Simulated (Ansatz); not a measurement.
Spectroscopic constants of Rb₂, closed-shell singlet (the spin of the measured ground state). No spin–orbit coupling.

| level | bond energy D_e (eV) |
|---|---|
| PBE/def2-TZVPP | 0.535 |
| r2SCAN/def2-TZVPP | 0.322 |
| B97M-V/def2-TZVPP | 0.568 |
| B3LYP/def2-TZVPP | 0.446 |
| PBE0/def2-TZVPP | 0.453 |
| BHLYP/def2-TZVPP | 0.386 |
| CAM-B3LYP/def2-TZVPP | 0.383 |
| wB97X-V/def2-TZVPP | 0.436 |
| wB97M-V/def2-TZVPP | 0.571 |
| B2PLYP/def2-TZVPP | 0.429 |
| CCSD/def2-TZVPP | 0.380 |
| CCSD/def2-QZVPP | 0.403 |
| CCSD(T)/def2-TZVPP | 0.435 |
| CCSD(T)/def2-QZVPP | 0.476 |

The rows run from 0.322 (r2SCAN/def2-TZVPP) to 0.571 eV (wB97M-V/def2-TZVPP). From def2-TZVPP to def2-QZVPP CCSD(T) changes by 0.041. The 10 functionals in def2-TZVPP without D3 or D4 span 0.249, from r2SCAN to wB97M-V.

D_e counts from the fitted minimum to each atom's lowest state at the same level, without counterpoise. The singlet is restricted.

Correlated levels freeze the inner cores; with def2 sets outer-core shells near the valence are correlated too.

Doubts at one or more of the structures used: a restricted determinant that unrestricted orbitals would lower (CCSD/def2-TZVPP, CCSD/def2-QZVPP, CCSD(T)/def2-TZVPP, CCSD(T)/def2-QZVPP).

The values were computed with Ansatz (an electronic-structure program) with Gaussian orbitals.  In def2 rows elements past Kr take small-core potentials, without spin–orbit coupling.
